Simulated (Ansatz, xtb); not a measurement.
# A geometry optimisation of BF2H5Si2 with r2SCAN-D4/def2-SVP

The starting geometry of this gas-phase singlet has its atoms placed at random.

```xyz
10

B    -0.0358    1.3134   -2.1373
F    -1.1803    0.1840   -1.7966
F    -0.4164   -0.6473   -2.4466
Si    1.5809    1.2304    0.9217
Si   -0.6426   -0.5193   -0.3449
H    -0.2834    1.8204   -1.0992
H     1.0334    1.1685   -1.8484
H    -1.2906   -2.2001    0.0891
H    -2.1675   -0.9120   -1.0769
H    -1.6508    0.6229   -1.1696
```

**Question.** One run relaxed it with r2SCAN-D4/def2-SVP. What is a likely outcome?

**Answer.** It ends as a structure with F2 bridging B1 and H10, H6 bridging B1 and Si4, given below by its coordinates. Distances that change by over a tenth: B1–H6 (1.18 → 1.37 Å), F2–F3 (1.30 → 2.29 Å), F2–H10 (0.90 → 1.09 Å), Si5–H9 (1.74 → 1.49 Å). Contacts that open: F2–Si5 (1.70 → 3.19 Å), Si5–H10 (1.73 → 2.43 Å). Contacts that close: B1–F2 (1.64 → 1.56 Å), B1–Si4 (3.46 → 1.94 Å), F3–Si5 (2.12 → 1.79 Å), Si4–Si5 (3.10 → 2.34 Å), Si4–H6 (2.81 → 1.74 Å), Si5–H8 (1.85 → 1.49 Å).

The energy falls by 25.29 eV over 48 steps:

```tsv
step	E − E(last) (eV)
1	25.292
6	5.036
11	0.999
17	0.847
22	0.823
27	0.790
32	0.412
38	0.220
43	0.006
48	0.000
```

Final geometry (Å):

```xyz
10

B     0.3763    1.4284   -1.7089
F    -0.7046    0.9216   -2.7108
F    -1.5804   -0.9790   -1.7882
Si    0.8301    0.6310   -0.0014
Si   -0.8838   -0.9583   -0.1421
H    -0.2663    1.8519   -0.5719
H     0.8857    2.3690   -2.2588
H    -0.4164   -2.3710   -0.0232
H    -2.1426   -0.8310    0.6517
H    -1.1512   -0.0018   -2.3551
```

From the same start GFN2-xTB ends elsewhere, in pieces: BFH4Si2 + FH.

From so rough a start the end depends on the optimiser's path, so another program may land elsewhere. The end wasn't checked by frequencies. Run with Ansatz 0.2.0, 60 s on 2 threads of Intel(R) Xeon(R) 6975P-C (Granite Rapids) (shared host).
